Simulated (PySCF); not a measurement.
Two-component Hartree-Fock for Cu (copper, neutral)

Start: [Ar] 3d10 4s1; 4s1/2 filled at m_j = +1/2. Calculated with PySCF 2.14 in x2c-TZVPall-2c: generalised Hartree-Fock with the X2C-1e Hamiltonian and a Gaussian nucleus; one run each with spin-orbit coupling (SO) switched off, then screened by Boettger's factors. This is a chosen level, not necessarily the ground level.

```json
{"spinor shell": "1s1/2", "electrons": "2", "ε, spin-free (eV)": "-9047.5", "ε, screened SO (eV)": "-9047.4", "weight of nominal j (screened SO)": "1.000", "rms radius, screened SO (bohr)": "0.0601"}
{"spinor shell": "2s1/2", "electrons": "2", "ε, spin-free (eV)": "-1133.6", "ε, screened SO (eV)": "-1133.6", "weight of nominal j (screened SO)": "1.000", "rms radius, screened SO (bohr)": "0.254"}
{"spinor shell": "2p1/2", "electrons": "2", "ε, spin-free (eV)": "-974.16", "ε, screened SO (eV)": "-988.26", "weight of nominal j (screened SO)": "1.000", "rms radius, screened SO (bohr)": "0.226"}
{"spinor shell": "2p3/2", "electrons": "4", "ε, spin-free (eV)": "-974.16", "ε, screened SO (eV)": "-967.31", "weight of nominal j (screened SO)": "1.000", "rms radius, screened SO (bohr)": "0.229"}
{"spinor shell": "3s1/2", "electrons": "2", "ε, spin-free (eV)": "-140.33", "ε, screened SO (eV)": "-140.32", "weight of nominal j (screened SO)": "1.000", "rms radius, screened SO (bohr)": "0.766"}
{"spinor shell": "3p1/2", "electrons": "2", "ε, spin-free (eV)": "-91.529", "ε, screened SO (eV)": "-93.438", "weight of nominal j (screened SO)": "0.999", "rms radius, screened SO (bohr)": "0.812"}
{"spinor shell": "3p3/2", "electrons": "4", "ε, spin-free (eV)": "-91.529", "ε, screened SO (eV)": "-90.607", "weight of nominal j (screened SO)": "1.000", "rms radius, screened SO (bohr)": "0.823"}
{"spinor shell": "3d3/2", "electrons": "4", "ε, spin-free (eV)": "-13.069", "ε, screened SO (eV)": "-13.300", "weight of nominal j (screened SO)": "0.978", "rms radius, screened SO (bohr)": "1.15"}
{"spinor shell": "3d5/2", "electrons": "6", "ε, spin-free (eV)": "-13.069", "ε, screened SO (eV)": "-12.917", "weight of nominal j (screened SO)": "0.985", "rms radius, screened SO (bohr)": "1.17"}
{"spinor shell": "4s1/2", "electrons": "1", "ε, spin-free (eV)": "-6.708", "ε, screened SO (eV)": "-6.709", "weight of nominal j (screened SO)": "1.000", "rms radius, screened SO (bohr)": "3.52"}
```

```json
{"quantity": "E (hartree)", "spin-free": "-1653.11076", "screened SO": "-1653.15162"}
{"quantity": "M_J", "spin-free": "1/2", "screened SO": "1/2"}
{"quantity": "⟨J²⟩", "spin-free": "0.752", "screened SO": "0.752"}
{"quantity": "⟨L²⟩", "spin-free": "0.000", "screened SO": "0.002"}
{"quantity": "⟨S²⟩", "spin-free": "0.752", "screened SO": "0.754"}
```

Without spin-orbit coupling the j labels of p, d and f shells carry no meaning; the spin-free column gives the mean over the occupied spinors of each nl shell.
